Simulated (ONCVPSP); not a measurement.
## Reading a pseudo-wave (silicon)

Columns: radius, all-electron u(r) and pseudo u(r) of the 3s shell (level -11.56 eV) of silicon in the configuration [Ne] 3s1 3p3; PBE, scalar-relativistic, ONCV scheme, ONCVPSP 4.0.1.

| r (bohr) | all-electron | pseudo |
| --- | --- | --- |
| 0.108 | 0.1063 | 0.0213 |
| 0.215 | -0.1674 | 0.0444 |
| 0.322 | -0.3237 | 0.0725 |
| 0.430 | -0.3321 | 0.1088 |
| 0.538 | -0.2420 | 0.1550 |
| 0.645 | -0.1044 | 0.2099 |
| 0.752 | 0.0486 | 0.2720 |
| 0.860 | 0.1988 | 0.3394 |
| 0.968 | 0.3338 | 0.4100 |
| 1.075 | 0.4479 | 0.4814 |
| 1.182 | 0.5409 | 0.5515 |
| 1.290 | 0.6146 | 0.6161 |
| 1.398 | 0.6698 | 0.6694 |
| 1.505 | 0.7081 | 0.7079 |
| 1.612 | 0.7318 | 0.7318 |
| 1.720 | 0.7429 | 0.7429 |
| 1.828 | 0.7430 | 0.7430 |
| 1.935 | 0.7344 | 0.7344 |
| 2.042 | 0.7188 | 0.7188 |
| 2.150 | 0.6974 | 0.6974 |
| 2.258 | 0.6718 | 0.6718 |
| 2.365 | 0.6434 | 0.6434 |
| 2.472 | 0.6130 | 0.6130 |
| 2.580 | 0.5811 | 0.5811 |
| 2.688 | 0.5486 | 0.5486 |
| 2.795 | 0.5163 | 0.5163 |

Problem. How many radial nodes do the two functions have?

Solution. The all-electron 3s function has n − l − 1 = 2; the pseudo-wave has 0, since the states of the same l below it are removed with the core.

Problem. At about which radius was the pseudo-wave matched?

Solution. 1.70 bohr. The columns agree to 0.0005 from 1.40 bohr on; several derivatives are matched, so the curves merge somewhat inside the radius.

Problem. Is the pseudo-wave norm-conserving?

Solution. Yes: the ONCV scheme keeps the norm inside the radius equal to the all-electron one, which fixes the energy derivative of the logarithmic derivative at the level.
